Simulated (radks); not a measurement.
Problem. These are the eigenvalues of the occupied orbitals of an atom or ion with whole-number occupations (eV). All-electron calculation, scalar-relativistic Kohn-Sham, r2SCAN, spin-polarised, spherical densities, finite nucleus; meta-GGA in the generalised Kohn-Sham scheme; Fermi nuclear charge, rms radius of each element as measured or else 0.836 A^(1/3) + 0.57 fm. Program: a radial shooting solver on a logarithmic mesh with Libxc functionals.

| orbital | eigenvalue |
|---|---|
| 1s | -312.4480 |
| 2s | -40.6865 |

Which element is it, and in what charge state? The configuration may be excited. Open shells, if any, are filled with parallel spins first.

Solution. Z = 6, carbon, charge +2: C2+ in [He] 2s2. The 1s level, -11.482 hartree, gives Z - s = 4.8 by -(Z - s)^2/2, which with screening and relativity narrows Z to a few neighbours, and with so few levels the electron count can be read from the list.
